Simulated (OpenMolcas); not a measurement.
Ti2+ in KCdF3: curves along the breathing mode

Ti2+ with its 6 nearest fluoride ions, on the Cd site of idealised cubic KCdF3 (a = 4.302 Å, distance in the model lattice 2.151 Å). The rest of the host is ab initio model potentials to 7.6 Å, with orthogonalisation functions on the cations behind the ligands, and point charges beyond; the distance is set by hand and nothing relaxes. Ligand basis ANO-RCC-VDZP.

```yaml
Program: OpenMolcas 26.06
Method: CASSCF
Basis: ANO-RCC-VDZP [5s4p2d1f]
Scalar_Hamiltonian: DKH2, point nucleus
Active_space: 2 electrons in 5 orbitals (3d)
State_averaging: 2S+1 = 3 even, 10 roots; 2S+1 = 1 even, 15 roots
Spin-orbit_coupling: state interaction with AMFI integrals over the reference wave functions
```

Spin-free energies (labels of O, the rotations of Oh) in cm-1 above the lowest fitted minimum, as all ligands move together:

```json
{"R (Å)": "2.021", "3T1": "860", "3T2": "15610", "1T2": "12720", "1E": "12820", "3T1(2)": "27160", "3A2": "32340", "1A1": "25660"}
{"R (Å)": "2.068", "3T1": "-20", "3T2": "13080", "1T2": "11870", "1E": "12010", "3T1(2)": "24730", "3A2": "28050", "1A1": "24480"}
{"R (Å)": "2.116", "3T1": "1510", "3T2": "13140", "1T2": "13430", "1E": "13620", "3T1(2)": "24880", "3A2": "26510", "1A1": "25690"}
{"R (Å)": "2.163", "3T1": "5270", "3T2": "15630", "1T2": "17210", "1E": "17450", "3T1(2)": "27450", "3A2": "27610", "1A1": "29120"}
{"R (Å)": "2.211", "3T1": "11380", "3T2": "20600", "1T2": "23330", "1E": "23610", "3T1(2)": "32500", "3A2": "31320", "1A1": "34870"}
{"R (Å)": "2.259", "3T1": "19810", "3T2": "28030", "1T2": "31770", "1E": "32100", "3T1(2)": "40020", "3A2": "37650", "1A1": "42950"}
{"R (Å)": "2.306", "3T1": "30430", "3T2": "37800", "1T2": "42390", "1E": "42780", "3T1(2)": "49860", "3A2": "46460", "1A1": "53220"}
```

Cubic fits give the following; the wavenumber is harmonic, with the mass of all moving ligands, small differences in it between states hang on the degree of the fit, a number in brackets counts states of one label, and the table is a selection of at most 14 states with clean curves.

```csv
State,R0 (Å),Breathing mode (cm-1),Minimum (cm-1)
3T1,2.062,549,0
3T2,2.092,571,12810
1T2,2.061,549,11880
1E,2.060,549,12020
3T1(2),2.090,571,24500
3A2,2.120,590,26490
1A1,2.068,547,24520
1T2(2),2.090,572,26900
1T1,2.091,571,29600
1E(2),2.120,590,40930
1A1(2),2.113,590,59440
```

The minimum of 3T2 is shifted by +0.0302 Å against 3T1 (from the unrounded fits). With M = 114.0 u for the moving shell, the Huang-Rhys factor in this mode is S = M ω ΔR² / 2ħ = 0.01483 × 114.0 × 549 × 0.0302² = 0.85. Only the first shell moves, against a rigid host.

An orbital triplet at a regular site is open to Jahn-Teller coupling, which can distort the site and quench the lowest spin-orbit gaps and is left out. Without dynamic correlation the repulsion within the d shell is too large (B by tens of per cent), so at a given field states of lower spin stand too high. Ligand-to-metal charge-transfer states are missing. With no ligand orbital active B as a rule stays too high, so bands that hang on it stand too high and its fall with covalency is understated. With metal d orbitals alone and no dynamic correlation 10Dq can be off by a tenth to a fifth, either way, in oxide and fluoride hosts. No measured value stands beside these numbers.
